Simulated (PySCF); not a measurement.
# Eu(SH)3: from a saddle point downhill

PySCF 2.14.0, RKS PBE0, Eu lcecp-1-SVP with ECP52, S def2-SVP, H def2-SVP; non-relativistic Hamiltonian with scalar-relativistic core potentials where named; density fitting; no spin-orbit coupling. Relaxed within the symmetry of its start, the geometry (C3v) is

```xyz
7

Eu    0.0000    0.0000   -0.3667
S     2.4538    0.0000    0.5267
H     2.1162    0.0000    1.8365
S    -1.2269    2.1250    0.5267
H    -1.0581    1.8327    1.8365
S    -1.2269   -2.1250    0.5267
H    -1.0581   -1.8327    1.8365
```

and its lowest harmonic modes are -276, -186, -186, 70, 85, 85 cm⁻¹ (negative: unstable). It was moved along the lowest mode and relaxed again, within the group C3 that the move left.

Q: Where does it end, and how much lower?

A: In nearly C3h, 0.386 eV lower, after 29 steps:
```xyz
7

Eu    0.0000    0.0000    0.9128
S     2.5799   -0.4061    0.9716
H     2.9027    0.9094    0.9651
S    -0.9382    2.4373    0.9716
H    -2.2389    2.0591    0.9651
S    -1.6417   -2.0312    0.9716
H    -0.6638   -2.9685    0.9651
```

Q: How do the contacts change?

A: 
| contact | saddle (Å) | end (Å) |
| --- | --- | --- |
| Eu1–S2 (SH) | 2.611 | 2.612 |
| Eu1–S4 (SH) | 2.611 | 2.612 |
| Eu1–S6 (SH) | 2.611 | 2.612 |


Q: Is the end a minimum?

A: Yes, as far as the noise of the softest modes lets one tell (those above −25 cm⁻¹ count as noise); lowest modes 20, 62, 62, 184, 207, 207 cm⁻¹.

An lcecp potential fixes the number of 4f electrons, so in runs with it no electron can move into or out of that shell.

State: singlet in the valence, with the 4f electrons in the core potential.
